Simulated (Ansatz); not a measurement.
Input file for Ansatz (a program for electronic structure): U-CCSD(T)/def2-TZVPP on ClHSn (SMILES [Cl][SnH]), a point of a bond scan (R = 3.594 Å). Elements past Kr take the def2 small-core potentials; no spin–orbit coupling. The run froze 14 orbitals, filled d shells among them.

Ansatz 0.2 input:
```yaml
crystal:
  periodic: [false, false, false]
  atoms:
    - {symbol: Sn, position_ang: [-0.30483669, -0.30030482, 0.41765924]}
    - {symbol: H, position_ang: [-1.42233025, -0.94349575, -0.81898880]}
    - {symbol: Cl, position_ang: [1.62278583, 1.55827622, -1.97918017]}
basis:
  gaussian:
    orbitals: def2-TZVPP
correlation: {method: ccsd_t, electrons: outside_noble_gas}
scf: {omitted_lower_state_checks: [cluster_reference]}
magnetization: {spin_polarized: true, initial_magnetization: 0}
```

Program output:

```
WARN ansatz: RAYON_NUM_THREADS=1 ignored (pool sized by the plan → 1); use --threads N
Functional definition: HF
these checks for a lower state are left out or cut short: cluster_reference
integrals: 0.20 GiB planned
797 factors; integrals over basis functions are off by at most 6.6e-4 eV
mean field: 0.32 GiB planned
mean field evaluation 1: about -18322.0709 eV, gradient 1.5e1 eV
mean field evaluation 2: about -18322.0726 eV, gradient 1.5e1 eV
mean field evaluation 4: about -18324.0216 eV, gradient 1.3e0 eV
mean field evaluation 8: about -18324.0488 eV, gradient 2.9e-3 eV
mean field evaluation 16: about -18324.0255 eV, gradient 1.0e0 eV
mean field evaluation 32: about -18324.0626 eV, gradient 4.6e-2 eV
mean field evaluation 64: about -18317.5550 eV, gradient 1.9e1 eV
mean field evaluation 96: about -18323.6906 eV, gradient 1.2e-1 eV
mean field evaluation 128: about -18324.0625 eV, gradient 6.4e-2 eV
mean field evaluation 160: about -18322.2346 eV, gradient 7.7e0 eV
mean field evaluation 192: about -18323.6746 eV, gradient 1.2e-5 eV
mean field evaluation 224: about -18324.0487 eV, gradient 6.6e-4 eV
mean field -18324.06288023 eV, -673.3968903524 hartree, gradient 2.8e-6 eV, S^2 0.489625; 18 other end points of the search recorded, 0 dependent functions left out
14 core orbitals not correlated
reference -18324.06288023 eV, -673.3968903524 hartree; 6, 6 occupied and 86, 86 virtual orbitals, 797 factors
second order -6.92007025 eV of doubles, -0.00000000 eV of singles
coupled cluster: 0.46 GiB planned
cycle   1  -7.56485782 eV  change   -8.8e-1 eV  update   9.6e-2
cycle   2  -7.99032643 eV  change   -4.3e-1 eV  update   4.9e-2
cycle   3  -8.04801405 eV  change   -5.8e-2 eV  update   3.7e-2
cycle   4  -8.10780053 eV  change   -6.0e-2 eV  update   3.0e-2
cycle   5  -8.13884774 eV  change   -3.1e-2 eV  update   1.7e-2
cycle   6  -8.16687273 eV  change   -2.8e-2 eV  update   7.6e-3
cycle   7  -8.16859656 eV  change   -1.7e-3 eV  update   3.3e-3
cycle   8  -8.17271971 eV  change   -4.1e-3 eV  update   1.7e-3
cycle   9  -8.17221510 eV  change    5.0e-4 eV  update   1.2e-3
cycle  10  -8.17258746 eV  change   -3.7e-4 eV  update   4.9e-4
cycle  11  -8.17285716 eV  change   -2.7e-4 eV  update   2.4e-4
cycle  12  -8.17300262 eV  change   -1.5e-4 eV  update   1.2e-4
cycle  13  -8.17300157 eV  change    1.0e-6 eV  update   8.0e-5
cycle  14  -8.17296335 eV  change    3.8e-5 eV  update   5.1e-5
cycle  15  -8.17292638 eV  change    3.7e-5 eV  update   3.0e-5
cycle  16  -8.17292437 eV  change    2.0e-6 eV  update   1.6e-5
cycle  17  -8.17292523 eV  change   -8.6e-7 eV  update   9.6e-6
coupled cluster: 0.46 GiB planned
perturbative correction -0.33502699 eV, -0.0123120149 hartree
WARN: these amplitudes may be one of several solutions (largest doubles amplitude 0.11, level shift 1.10 eV)
Total energy: -18332.57083245 eV, -673.7095518297 hartree
Checks for a lower state left out: cluster_reference
```

The calculation finished and met its thresholds. Its determinant has ⟨S²⟩ = 0.49, a mixture of spin states.

Warnings raised: other roots.

Cost: roughly 30 core-seconds.
